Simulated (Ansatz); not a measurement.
CH3GeNS⁺, that is Ge(NCS)H3 with one electron fewer. Total charge 1; doublet. Geometry PBE-D4/def2-SVP, that of the neutral singlet; atoms count from 1.

```xyz
7

Ge   -0.400   -0.386   -1.022
N     0.236    0.202    0.593
C     0.645    0.618    1.649
S     1.187    1.161    3.040
H    -1.812    0.216   -1.200
H    -0.438   -1.930   -0.956
H     0.581    0.119   -2.105
```

**Question.** Estimate the Mulliken populations from the PBE0/def2-TZVP orbitals of Ansatz.

**Answer.** 
| atom | charge (e) | spin (α − β) |
| --- | --- | --- |
| Ge1 | 0.15 | -0.02 |
| N2 | -0.08 | 0.38 |
| C3 | 0.24 | -0.20 |
| S4 | 0.32 | 0.77 |
| H5 | 0.12 | 0.00 |
| H6 | 0.13 | 0.05 |
| H7 | 0.12 | 0.02 |
Mulliken values depend strongly on the basis.

**Question.** Where does the spin sit?

**Answer.** Summed by element: Ge -0.02, N 0.38, C -0.20, S 0.77, H 0.07, of 1 unpaired in all. Largest on single atoms: S4 0.77, N2 0.38, C3 -0.20.

**Question.** And the Mayer bond orders between heavy atoms (over 0.3)?

**Answer.** Ge1–N2 0.77 (1.83 Å); N2–C3 2.16 (1.21 Å); C3–S4 1.71 (1.59 Å).
